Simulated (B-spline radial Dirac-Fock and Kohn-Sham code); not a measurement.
Isotope-shift constants of the inner levels of Gd³⁺

System: Gd³⁺ in the configuration [Xe] 4f7.

Level of theory: first-order field-shift and mass-shift constants from Dirac-Fock ground and hole states with a Fermi nucleus; the mass shift has no relativistic recoil terms; an atomic code on a B-spline grid. A binding energy shifts by δE = F·δ⟨r²⟩ + (K_N + K_S)·δ(1/M); F is taken for a change of radius at fixed skin thickness and so holds the higher radial moments.

```
     level  F (meV/fm²)
    K (1s)       -322.3
   L1 (2s)       -41.91
L2 (2p1/2)       0.5652
L3 (2p3/2)        2.084
   M1 (3s)       -8.986
M2 (3p1/2)       0.1851
M3 (3p3/2)       0.5489
M4 (3d3/2)       0.5220
M5 (3d5/2)       0.5044
```

The mass shift is not given and not included below: at this Z its relativistic corrections are large. It matters little for K lines but can be comparable with the field shift of L lines.

Field shifts alone in meV from A = 158 (mass 157.9241 u, rms radius 5.1569 fm); radii from Angeli and Marinova (2013).

```
  A  mass (u)  radius (fm)     Kα1     Kα2     Kβ1   Lα1
145  144.9217       4.9786  +586.3  +583.6  +583.5  -2.9
146  145.9183       4.9801  +581.5  +578.7  +578.7  -2.8
148  147.9181        5.008  +491.0  +488.7  +488.7  -2.4
150  149.9187       5.0342  +405.7  +403.8  +403.8  -2.0
152  151.9198       5.0774  +264.0  +262.7  +262.7  -1.3
154  153.9209       5.1223  +115.4  +114.8  +114.8  -0.6
155  154.9226       5.1319   +83.5   +83.1   +83.1  -0.4
156  155.9221        5.142   +49.8   +49.6   +49.5  -0.2
157  156.9240       5.1449   +40.1   +39.9   +39.9  -0.2
160  159.9271       5.1734       ?       ?       ?     ?
```

Question: What are the shifts for A = 160?

Answer: Kα1 -55.3 meV; Kα2 -55.0 meV; Kβ1 -55.0 meV; Lα1 +0.3 meV.

Values without a named source are computed, but for edge energies of neutral atoms, which are taken from tables.
